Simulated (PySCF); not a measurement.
C4H8BCl, SMILES B(Cl)(C=C)CC (B3LYP/def2-SVP optimised geometry):

```
14

B     -0.262     0.282     0.000
Cl    -1.047     1.887     0.000
C     -1.171    -1.003     0.065
C     -2.540    -0.954    -0.627
H     -1.319    -1.172     1.154
H     -0.602    -1.887    -0.272
H     -2.433    -0.836    -1.718
H     -3.142    -0.107    -0.267
H     -3.115    -1.878    -0.451
C      1.293     0.282     0.000
C      2.047    -0.826    -0.124
H      1.815     1.243     0.090
H      3.142    -0.791    -0.131
H      1.602    -1.821    -0.230
```

Level of theory: B3LYP/def2-TZVP in PySCF.

### Question
What are the frontier orbital energies and the dipole moment?

### Answer
HOMO-2 -9.08 eV, HOMO-1 -8.04 eV, HOMO -8.00 eV, LUMO -2.04 eV, LUMO+1 0.63 eV; dipole moment 1.97 D.

On the same geometry PBE/def2-TZVP in PySCF gives HOMO-2 -7.88 eV, HOMO-1 -7.17 eV, HOMO -6.87 eV, LUMO -2.78 eV, LUMO+1 0.03 eV; dipole moment 1.86 D.

Meta-Löwdin charges at B3LYP/def2-TZVP: B1 0.19, Cl2 -0.11, C3 -0.30, C4 -0.31, H5 0.13, H6 0.11, H7 0.10, H8 0.11, H9 0.11, C10 -0.20, C11 -0.17, H12 0.12, H13 0.12, H14 0.12.
